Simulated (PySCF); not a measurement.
Ligands exchanged one at a time, Al H-CH3. Isolated molecules, 0 K electronic values unless said otherwise. Strings in code marks are SMILES.

The S1–T1 gap (TDA) from two functionals at the same geometries (M06-2X/def2-TZVP), both in PySCF: PBE-D3(BJ)/def2-TZVP and B3LYP-D3(BJ)/def2-TZVP. B3LYP has the VWN-RPA correlation part, as in Gaussian. Excitations are Tamm–Dancoff values on a coarser integration grid. The basis has no diffuse functions, so Rydberg states are missing or too high.

```tsv
species	PBE-D3(BJ)/def2-TZVP (eV)	B3LYP-D3(BJ)/def2-TZVP (eV)
1 of 3 H replaced by CH3 (`[AlH2][CH3]`)	0.33	0.32
2 of 3 H replaced by CH3 (`[CH3][AlH][CH3]`)	0.28	0.27
3 of 3 H replaced by CH3 (`[CH3][Al]([CH3])[CH3]`)	0.28	0.28
```

Over these rows, drawn at random from the members with no instability flagged (it was tested for open shells, ions and some series alone), PBE minus B3LYP-D3(BJ): mean +0.01 eV, from 0.00 eV to +0.01 eV.
